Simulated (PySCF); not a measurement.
## Cl: excitation energy

Cl [Ne] 3s2 3p5 (2P) → Cl [Ne] 3s1 3p6 (2S), as a difference of total energies. Calculation: PySCF 2.14, in aug-cc-pV(T+d)Z with one added diffuse shell each of s, p, d, f type (7s6p5d3f, 71 functions); no relativity, point nucleus. Correlated levels: valence: [Ne] frozen. The calculations carry no spin-orbit coupling.

Task: Order these methods by the excitation energy they give, lowest first.
A. CCSD(T) (valence)
B. CCSD (valence)
C. MP2 (valence)
D. SCS-MP2 (valence)

Result: A (10.500 eV), B (11.524 eV), D (12.728 eV), C (12.972 eV).

Errors of the correlated levels include the incompleteness of this basis and the frozen core.

The coupled-cluster amplitudes are large for the upper state (T1 above 0.03 or a double amplitude above 0.15), so a single reference is strained.

For comparison: 10.586 eV (measured; NIST levels, between the centres of gravity of the two terms).
